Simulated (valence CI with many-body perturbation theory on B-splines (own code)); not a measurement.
**Isoelectronic trend, 5 electrons, Cs50+ to Er63+**

Calculated by valence CI with perturbative core correlation (CI+MBPT): three valence electrons over a frozen Dirac-Fock core [He], a basis of 11 s, 11 p, 9 d, 7 f, 5 g, 2 h, 1 i functions for each j, with the one-electron correlation potential Σ1, the two-electron term Σ2, the three-electron term Σ3, Breit, model QED; selected CI, second order for the rest (own B-spline code, finite nucleus). Basis and details of the method differ along the sequence, and some ions are missing.

Excitation energies in eV above the lowest level of each ion. Labels name the leading LS component, so a column can jump where levels mix; a blank means that no level of the computed list carries the label, and where several do, the lowest of them is shown. The ionisation energies from NIST are mostly theoretical or semi-empirical. By estimate, excited configurations hold to about 0.1 % in light ions and 0.5 % in heavy ones, terms of the ground configuration to 0.5 to 2 %, and small fine-structure intervals to 10 cm⁻¹ or more; near the neutral end and where shells cross, configurations can be misplaced by 0.1 to 0.6 eV.

```tsv
Ion	Lowest level	IE (eV)	IE, NIST (eV)	2s 2p2 4P_1/2	2s2 2p 2P°_3/2	2s 2p2 2P_1/2	2s 2p2 4P_5/2	2s 2p2 2S_1/2	2s 2p2 2P_3/2	2p3 2D°_5/2
Cs50+	2s2 2p 2P°_1/2	9623.5	9629 ± 4	168.0	388.4	589.0	912.1	987.5	988.5	1144
Ba51+	2s2 2p 2P°_1/2	10018	10023 ± 4	172.7	420.5	625.7	979.5	1056	1058	1217
La52+	2s2 2p 2P°_1/2	10422	10426 ± 4	177.5	454.6	664.6	1051	1130	1131	1294
Ce53+	2s2 2p 2P°_1/2	10835	10840 ± 5	182.4	490.8	705.7	1127	1207	1208	1376
Pr54+	2s2 2p 2P°_1/2	11257	11262 ± 5	187.3	529.3	749.1	1207	1289	1290	1462
Nd55+	2s2 2p 2P°_1/2	11689	11694 ± 5	192.2	570.2	795.0	1293	1376	1377	1554
Pm56+	2s2 2p 2P°_1/2	12131	12136 ± 5	197.3	613.6	843.4	1383	1468	1469	1650
Sm57+	2s2 2p 2P°_1/2	12582	12588 ± 6	202.4	659.5	894.5	1478	1566	1566	1751
Eu58+	2s2 2p 2P°_1/2	13044	13050 ± 6	207.6	708.2	948.5	1579	1668	1669	1859
Gd59+	2s2 2p 2P°_1/2	13515	13521 ± 7	212.9	759.7	1005	1686	1777	1778	1972
Tb60+	2s2 2p 2P°_1/2	13997	14003 ± 10	218.3	814.2	1065	1799	1892	1892	2091
Dy61+	2s2 2p 2P°_1/2	14489	14495 ± 12	223.7	871.8	1128	1918	2012	2013	2216
Ho62+	2s2 2p 2P°_1/2	14992	14998 ± 15	229.3	932.6	1195	2044	2140	2141	2348
Er63+	2s2 2p 2P°_1/2	15506	15511 ± 19	235.0	996.9	1265	2176	2274	2275	2487
```

(1) Does the computed ground configuration or its J change in this range?

Shares of the ionisation energy in eV, for some of the ions:

| Ion | Σ1 | Σ2 | Σ3 | Breit | QED |
| --- | --- | --- | --- | --- | --- |
| Cs50+ | 0.424 | -0.0767 | -0.0490 | -12.1 | 0.0271 |
| La52+ | 0.435 | -0.0779 | -0.0504 | -13.7 | -0.00880 |
| Pr54+ | 0.444 | -0.0790 | -0.0519 | -15.4 | -0.0556 |
| Pm56+ | 0.455 | -0.0806 | -0.0535 | -17.2 | -0.115 |
| Eu58+ | 0.467 | -0.0819 | -0.0553 | -19.2 | -0.191 |
| Tb60+ | 0.478 | -0.0833 | -0.0573 | -21.3 | -0.284 |
| Ho62+ | 0.493 | -0.0847 | -0.0593 | -23.6 | -0.398 |

Answers

(1) No, it stays 2s2 2p with J = 1/2; its leading component is 100 % 2P° at the start and 100 % 2P° at the end, where the leading jj configuration holds 100 %.
